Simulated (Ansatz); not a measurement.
Cost and result up the ladder for In(pzH)Cl3 (C₃H₄Cl₃InN₂) (13 atoms). Charge 0, multiplicity 1. Geometry: PBE-D4/def2-SVP.

```xyz
13

In   -0.2821    0.9572   -2.2255
N    -0.1216    0.2064   -0.0809
C    -0.5688    0.5990    1.1257
C    -0.1298   -0.3055    2.1135
C     0.6110   -1.2675    1.4191
N     0.5867   -0.9186    0.1133
H    -1.1784    1.5051    1.2195
H    -0.3236   -0.2675    3.1897
H     1.1447   -2.1614    1.7597
H     1.0060   -1.3523   -0.7330
Cl   -2.5844    0.8414   -2.7337
Cl    1.0711   -0.9065   -2.9642
Cl    0.7694    3.0705   -2.2032
```

Ansatz on 4 threads of Intel Xeon on a shared host. Times are rough, and most runs start from the orbitals of an earlier one. ωB97M-V/def2-TZVP serves as the yardstick here, not as an exact answer. Differences are given only for rows in sets of like size (and for xTB, whose basis is part of the method), since another set adds its own error. Binding counts from free atoms at the same level (In doublet, N quartet, C triplet, H doublet, Cl doublet; other spins of the atoms weren't run), without zero-point energy or a counterpoise term.

In the def2 sets In takes a core potential, while STO-3G treats all electrons; there is no spin–orbit coupling. B3LYP takes the VWN-RPA correlation. Correlated methods freeze 24 core orbitals; core or outer-core shells of In are correlated, in sets that lack core-valence functions. The rows differ in basis, and correlated rows in double-zeta sets carry the largest basis error.

Correlated methods converge slowly with the basis, most of all in double-zeta sets.

```json
{"level": "HF/STO-3G", "functions": "83", "wall time": "2.3 s", "binding energy per atom (eV)": "3.43", "difference from ωB97M-V/def2-TZVP (eV)": "–"}
{"level": "PBE-D4/def2-SVP", "functions": "170", "wall time": "5.5 s", "binding energy per atom (eV)": "4.26", "difference from ωB97M-V/def2-TZVP (eV)": "–"}
{"level": "PBE0-D4/def2-SVP", "functions": "170", "wall time": "9.1 s", "binding energy per atom (eV)": "4.14", "difference from ωB97M-V/def2-TZVP (eV)": "–"}
{"level": "PBE-D4/def2-TZVP", "functions": "340", "wall time": "14 s", "binding energy per atom (eV)": "4.20", "difference from ωB97M-V/def2-TZVP (eV)": "0.15"}
{"level": "PBE-D4/def2-TZVPD", "functions": "415", "wall time": "23 s", "binding energy per atom (eV)": "4.20", "difference from ωB97M-V/def2-TZVP (eV)": "0.14"}
{"level": "B3LYP-D4/def2-TZVP", "functions": "340", "wall time": "27 s", "binding energy per atom (eV)": "4.02", "difference from ωB97M-V/def2-TZVP (eV)": "-0.04"}
{"level": "r2SCAN-D4/def2-TZVP (with forces)", "functions": "340", "wall time": "30 s", "binding energy per atom (eV)": "4.06", "difference from ωB97M-V/def2-TZVP (eV)": "0.00"}
{"level": "CAM-B3LYP-D4/def2-TZVP", "functions": "340", "wall time": "30 s", "binding energy per atom (eV)": "4.03", "difference from ωB97M-V/def2-TZVP (eV)": "-0.02"}
{"level": "PBE0-D4/def2-TZVP", "functions": "340", "wall time": "31 s", "binding energy per atom (eV)": "4.09", "difference from ωB97M-V/def2-TZVP (eV)": "0.03"}
{"level": "MP2/def2-TZVP", "functions": "340", "wall time": "33 s", "binding energy per atom (eV)": "4.02", "difference from ωB97M-V/def2-TZVP (eV)": "-0.04"}
{"level": "PBE0-D4/def2-TZVPD", "functions": "415", "wall time": "41 s", "binding energy per atom (eV)": "4.09", "difference from ωB97M-V/def2-TZVP (eV)": "0.03"}
{"level": "ωB97M-V/def2-TZVP", "functions": "340", "wall time": "57 s", "binding energy per atom (eV)": "4.06", "difference from ωB97M-V/def2-TZVP (eV)": "0.00"}
{"level": "CCSD(T)/def2-SVP", "functions": "170", "wall time": "2.3 min", "binding energy per atom (eV)": "3.81", "difference from ωB97M-V/def2-TZVP (eV)": "–"}
```
